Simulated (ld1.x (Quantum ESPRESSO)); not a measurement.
# u(r) = r·R(r): atom against pseudo-atom (potassium (K))

Columns: radius, all-electron u(r) and pseudo u(r) of the 4s shell (level -2.79 eV) of potassium in the configuration [Ar] 4s0.5 4p0.5; LDA (PZ), scalar-relativistic, TM semilocal scheme, ld1.x (Quantum ESPRESSO) 7.5.

```tsv
r (bohr)	all-electron	pseudo
0.227	-0.1159	-0.0157
0.454	-0.0140	-0.0322
0.681	0.1484	-0.0502
0.908	0.2085	-0.0706
1.135	0.1777	-0.0943
1.362	0.0968	-0.1224
1.589	-0.0028	-0.1558
1.816	-0.1028	-0.1953
2.043	-0.1938	-0.2407
2.270	-0.2719	-0.2904
2.497	-0.3360	-0.3409
2.724	-0.3867	-0.3873
2.951	-0.4253	-0.4253
3.178	-0.4533	-0.4533
3.405	-0.4722	-0.4722
3.632	-0.4836	-0.4836
3.859	-0.4886	-0.4886
4.086	-0.4882	-0.4882
4.313	-0.4834	-0.4834
4.540	-0.4749	-0.4749
4.767	-0.4635	-0.4635
4.994	-0.4497	-0.4497
5.221	-0.4340	-0.4340
5.448	-0.4169	-0.4169
5.675	-0.3989	-0.3989
5.902	-0.3801	-0.3801
```

(1) How many radial nodes do the two functions have?

(2) At about which radius was the pseudo-wave matched?

(3) Is the pseudo-wave norm-conserving?

## Answers

(1) The all-electron 4s function has n − l − 1 = 3 (the table is too coarse to show those close to the nucleus); the pseudo-wave has 0, since the states of the same l below it are removed with the core.

(2) 3.10 bohr, where the columns begin to agree (steps of 0.23 bohr).

(3) Yes: the TM semilocal scheme keeps the norm inside the radius equal to the all-electron one, which fixes the energy derivative of the logarithmic derivative at the level.
